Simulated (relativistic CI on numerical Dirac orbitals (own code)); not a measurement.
Calculated at this level of theory: Dirac-Coulomb-Breit CI, separate exchange-only KLI orbitals for each configuration, QED by a radiative potential, unscaled Slater integrals (own radial code, finite nucleus).

The strongest absorption lines from the ground level of an ion, among the configurations computed and to levels below about 3410 eV (vacuum wavelength in Å, gf): 4.0195 (0.66), 4.1376 (1.1), 4.1387 (0.88), 4.1468 (3.1), 4.1509 (1.1), 4.1742 (0.53), 4.3042 (3.4), 4.3204 (1.1).

Task: Which ion is it?
A. Zr XXXIII
B. Tc XXXVI
C. Rb XXX
D. Tc XXXVIII

Result: B. Tc XXXVI has 8 electrons and the ground level 2s2.2p4 3P_2; the strongest line goes to 2s2.2p3.3d 3D°_3. The pattern of lines fixes the number of electrons, and along that sequence the line energies rise steadily with the charge (about as its square where n changes within one kind of shell, about linearly where n is kept but much faster in heavy ions where fine structure, which grows about as Z⁴, sets the gap, and irregularly where shells cross), which fixes Z. Configurations outside the model, such as inner-shell arrays, can give stronger lines. At this charge energies of transitions that change n are usually good to better than 1 %, and those within a shell (Δn = 0) to a few per cent.

LS names give the leading component of a level, which can be under half, so a name can repeat, a term be missing and a line seem to break the LS rules.
